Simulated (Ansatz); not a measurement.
Consider the ligand exchange at a B–S bond: `CSB[SiH3]` + `O[SiH3]` → `[SiH3]BO[SiH3]` + CH₃SH.

Calculated with Ansatz (gas phase, PBE0-D4/def2-TZVP geometries, no zero-point term in ΔE). CCSD(T)/CBS is the MP2 limit (def2-TZVPP, def2-QZVPP) plus CCSD(T) − MP2 in def2-TZVPP, frozen cores. This one scheme is used for every species. DFT in def2-TZVPP. B3LYP here is the variant with VWN-RPA as its local correlation; programs differ in this. One conformer a species, not always the lowest.

`CSB[SiH3]`:

```xyz
11

C     1.508   -1.384   -1.277
S    -0.004   -0.400   -1.134
B    -0.058    0.213    0.500
Si   -1.618    1.363    1.026
H     2.135   -0.958   -2.060
H     1.242   -2.404   -1.551
H     2.043   -1.380   -0.329
H     0.823   -0.061    1.261
H    -1.137    2.700    1.478
H    -2.587    1.569   -0.085
H    -2.346    0.742    2.170
```

`O[SiH3]`:

Cartesian coordinates in Å:
```
O -0.921 0.376 -0.808
Si 0.319 -0.208 0.107
H -1.506 1.021 -0.410
H 1.243 0.878 0.536
H 1.041 -1.171 -0.755
H -0.176 -0.896 1.330
```

`[SiH3]BO[SiH3]`:

Z-matrix (Å, degrees):
```
Si
B 1 2.031
H 1 1.489 2 113.6
H 1 1.492 2 109.7 3 -121.5
H 1 1.492 2 109.6 3 121.5
O 2 1.348 1 120.6 3 -0.2
H 2 1.209 1 120.8 3 179.8
Si 6 1.662 2 132.1 1 -180.0
H 8 1.485 6 109.9 2 0.2
H 8 1.481 6 107.8 2 120.8
H 8 1.481 6 107.8 2 -120.4
```

CH₃SH:

Cartesian coordinates in Å:
```
C 0.382 -0.082 -0.297
S -1.368 0.108 0.108
H 0.940 0.833 -0.100
H 0.425 -0.290 -1.366
H 0.828 -0.919 0.238
H -1.209 0.350 1.418
```

```
         species  B3LYP-D4 energy (Eh)
     `CSB[SiH3]`            -754.96601
       `O[SiH3]`            -367.23038
`[SiH3]BO[SiH3]`            -683.44835
           CH₃SH            -438.75655
```

(1) Work out ΔE.

Largest T1 diagnostic among the species: 0.015.

Results:

(1) ΔE = (-683.44835) + (-438.75655) − (-754.96601) − (-367.23038) = -0.00851 Eh = -5.3 kcal/mol. CCSD(T)/CBS gives -4.0 kcal/mol.

From PBE to PBE0 (25 % exact exchange), in def2-TZVPP and without D4, ΔE moves by −1.0 kcal/mol. Leaving LDA and LC-ωPBE aside and taking each functional with its dispersion term where it has one, the values, not all of them listed here, spread over 5.3 kcal/mol, from BHLYP-D4 to revPBE-D4.
